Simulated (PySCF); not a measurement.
Work out the structure from these simulated measurements.

Formula: C16H20Si.

* Rotational structure: rotational constants A, B, C: 0.551, 0.322, 0.251 GHz [PBE0-D3(BJ)/def2-SVP]
* 1H NMR: chemical shifts (computed TMS as zero) by class: 7.30 (4 H), 7.16 (2 H), 7.13 (4 H), 1.06 (4 H), 0.97 (6 H) ppm [GIAO KT2/pcSseg-1]
* Dipole: 0.06 D [KT2/pcSseg-1]
* NMR, other nuclei: isotropic shieldings of nuclei other than C and H, by class: 367 (1 Si) ppm [GIAO KT2/pcSseg-1]
* 13C NMR: chemical shifts (computed TMS as zero) by class: 131.3 (2 C), 130.7 (4 C), 124.4 (2 C), 122.8 (4 C), 8.8 (2 C), 6.5 (2 C) ppm [GIAO KT2/pcSseg-1]

Gas-phase values; electronic properties from PySCF, density fitting. Levels stand in brackets. NMR shifts are as computed; neighbouring signals can stand in another order in a measured spectrum. Geometry: PBE0-D3(BJ)/def2-SVP, one conformer, isolated molecule. Each NMR value is the plain mean over a class of atoms that symmetry, rotation or inversion makes alike.

**Question.** Give a SMILES that accounts for the data.

**Answer.** 16 carbons fall into 6 classes; from least to most shielded: carbon bonded to 2 C and Si (131.3 ppm, 2 C), carbon bonded to 2 C and H (130.7 ppm, 4 C), carbon bonded to 2 C and H (124.4 ppm, 2 C), carbon bonded to 2 C and H (122.8 ppm, 4 C), carbon bonded to C and 3 H (8.8 ppm, 2 C), carbon bonded to C, Si and 2 H (6.5 ppm, 2 C). Hydrogen classes from least to most shielded: 4 H on 4 like atoms (carbon bonded to 2 C and H) (7.30 ppm), 2 H on 2 like atoms (carbon bonded to 2 C and H) (7.16 ppm), 4 H on 4 like atoms (carbon bonded to 2 C and H) (7.13 ppm), 4 H on 2 like atoms (carbon bonded to C, Si and 2 H) (1.06 ppm, a mean of values up to 0.7 ppm apart in this geometry), 6 H on 2 like atoms (carbon bonded to C and 3 H) (0.97 ppm, a mean of values up to 0.5 ppm apart in this geometry). The other shieldings belong to: 367 ppm, silicon bonded to 4 C. By its constants the optimised geometry is an asymmetric top. Structure: `CC[Si](CC)(c1ccccc1)c1ccccc1` (SiEt2Ph2). The assignments are read from this structure; whether some other isomer fits the data as well wasn't checked.
